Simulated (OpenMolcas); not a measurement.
## Pr3+ in a ligand field

Pr3+ with 6 ligands (fluoride, oxide on the axis) in tetragonal octahedral coordination (D4h) at 2.3 Å, the axial distance 2.369 Å. A charge of +0.833 e stands 2.6 Å behind each ligand. Ligand basis ANO-RCC-VDZP.

```yaml
Program: OpenMolcas 26.06
Method: CASSCF
Basis: ANO-RCC-VTZP [8s7p5d3f2g1h]
Scalar_Hamiltonian: DKH2, point nucleus
Active_space: 2 electrons in 7 orbitals (4f)
State_averaging: 2S+1 = 3 even, 21 roots; 2S+1 = 1 even, 27 roots kept (CI in the orbitals of an earlier block)
Spin-orbit_coupling: RASSI with atomic mean-field integrals over the reference wave functions
```

The lowest spin-free states (labels of D4, the rotations of D4h), above the lowest:

```tsv
State	Degeneracy	E (cm-1)	Free-ion L (%)
3E	2	0.0	H (100)
3A2	1	835.0	H (100)
3E	2	1204	H (99)
3A1	1	1211	H (100)
3A2	1	1337	H (96)
3B2	1	1377	H (100)
3E	2	1609	H (98)
3B1	1	1673	H (100)
3E	2	6839	F (97)
3A2	1	6842	F (96)
3B2	1	7207	F (100)
3E	2	7210	F (99)
1A1	1	7247	G (100)
1A2	1	7272	G (100)
3B1	1	7530	F (100)
1A1	1	7559	G (99)
1E	2	7650	G (99)
1B1	1	7736	G (100)
1E	2	8264	G (100)
1B2	1	8380	G (100)
```

The lowest levels with spin-orbit coupling:

| E (cm-1) | Degeneracy | Label | 2S+1 | J | |mJ| (%) | g |
| --- | --- | --- | --- | --- | --- | --- |
| 0.0 | 1 | A1 | 3 | 4.01 | 4 (96) |  |
| 41.7 | 1 | A2 | 3 | 4.02 | 4 (100) |  |
| 981.6 | 2 | E | 3 | 4.00 | 1 (57) | 0.00 0.00 0.73 |
| 1010 | 1 | A1 | 3 | 3.97 | 0 (95) |  |
| 1211 | 1 | B1 | 3 | 3.99 | 2 (100) |  |
| 1272 | 2 | E | 3 | 3.99 | 3 (58) | 0.00 0.00 1.84 |
| 1495 | 1 | B2 | 3 | 3.98 | 2 (100) |  |
| 2279 | 2 | E | 3 | 4.99 | 5 (97) | 0.00 0.00 9.85 |
| 3151 | 1 | A2 | 3 | 4.96 | 4 (61) |  |
| 3199 | 1 | A1 | 3 | 4.95 | 4 (98) |  |
| 3295 | 2 | E | 3 | 4.97 | 1 (78) | 0.00 0.00 0.32 |
| 3338 | 1 | B2 | 3 | 5.01 | 2 (98) |  |
| 3408 | 1 | A2 | 3 | 4.96 | 0 (61) |  |
| 3553 | 1 | B1 | 3 | 4.97 | 2 (98) |  |
| 3596 | 2 | E | 3 | 4.96 | 3 (79) | 0.00 0.00 4.50 |
| 4498 | 1 | B1 | 3 | 5.96 | 6 (96) |  |
| 4505 | 1 | B2 | 3 | 5.97 | 6 (97) |  |
| 5410 | 2 | E | 3 | 5.94 | 5 (74) | 0.00 0.00 9.08 |
| 5480 | 1 | A1 | 3 | 5.93 | 0 (86) |  |
| 5667 | 2 | E | 3 | 5.91 | 1 (67) | 0.00 0.00 3.70 |

Powder χT (cm3 K/mol): 0.0763 at 2 K, 0.38 at 10 K, 1.04 at 50 K, 1.16 at 100 K, 1.25 at 200 K, 1.33 at 300 K. The effective moment at 300 K is 2.828 √(χT) = 3.26 μB.

Hund's rules give f2 the level 3H4 with g = 0.800, so an isolated free-ion multiplet has χT = g² J(J+1) / 8 = 1.600 cm3 K/mol. The computed 1.326 at 300 K differs by -17 %, through the field's splitting, the mixing of terms and any other multiplet in reach.

Stevens parameters of the J = 4 multiplet, which is 1495 cm-1 wide (cm-1, z along the main axis): B20 = -2.166e+01, B40 = -3.299e-01, B44 = -9.712e-01, B60 = 1.455e-03, B64 = -1.500e-02.

Metal share of the active 4f orbitals (Löwdin): 99, 99, 99, 100, 100, 100, 100 %; Mulliken charge of the metal 1.66.

Without dynamic correlation the ligand-field splitting of an f shell can come out too small, at times by half. The first state left out of the spin-orbit step lies near 62000 cm-1 above the lowest spin-free state of the reference (among the parities and spins computed), and the lists stop at four fifths of that energy or lower. No measured value stands beside these numbers; the geometry was imposed, not optimised, and the real ion may take another.

With an even number of electrons the g values are those of a degenerate or nearly degenerate non-Kramers pair.
